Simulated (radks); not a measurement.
Results of a calculation; reference values are marked as such.
Q: The mean radii <r> (bohr) of the occupied orbitals of an atom or ion are listed with their occupations. Level of theory: scalar-relativistic Kohn-Sham, LDA (Slater exchange, VWN5 correlation), spin-polarised, spherical densities, finite nucleus; Fermi nuclear charge, rms radius of each element as measured or else 0.836 A^(1/3) + 0.57 fm (a radial shooting solver on a logarithmic mesh with Libxc functionals).

orbital  occ.      <r>
1s up       1  0.01879

Name the element and its charge. Open shells, if any, are filled with parallel spins first.

A: Z = 72, hafnium, charge +71: Hf71+ in 1s1. The 1s radius gives Z: for a bare nucleus <r> = (2 gamma + 1)/(2Z) with gamma = sqrt(1 - (Z/c)^2), 0.01876 bohr for Z = 72, and the self-interaction of the functional makes it slightly larger (0.01879 here). The occupations add up to 1, and the charge is Z minus that.
